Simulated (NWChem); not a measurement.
Species: C$_{3}$H$_{7}$NSi; SMILES [SiH3][C@H](C#N)C

Program: NWChem. All runs use the structure optimised with B3LYP/6-31G* (spherical d). Total energies compare along this basis series because the functional is fixed.

```json
[
 {"level": "Hartree-Fock/pcseg-1", "basis functions": "109", "energy (Ha)": "-460.9825", "highest occupied level (eV)": "-11.71", "orbital gap (eV)": "14.63", "dipole (D)": "4.36"},
 {"level": "Hartree-Fock/aug-pcseg-1", "basis functions": "182", "energy (Ha)": "-460.9957", "highest occupied level (eV)": "-11.64", "orbital gap (eV)": "12.24", "dipole (D)": "4.35"},
 {"level": "Hartree-Fock/pcseg-2", "basis functions": "252", "energy (Ha)": "-461.1157", "highest occupied level (eV)": "-11.62", "orbital gap (eV)": "13.85", "dipole (D)": "4.36"},
 {"level": "Hartree-Fock/STO-3G", "basis functions": "36", "energy (Ha)": "-455.6287", "highest occupied level (eV)": "-9.62", "orbital gap (eV)": "19.33", "dipole (D)": "3.39"},
 {"level": "Hartree-Fock/def2-SVP", "basis functions": "109", "energy (Ha)": "-460.8313", "highest occupied level (eV)": "-11.65", "orbital gap (eV)": "15.28", "dipole (D)": "4.14"}
]
```
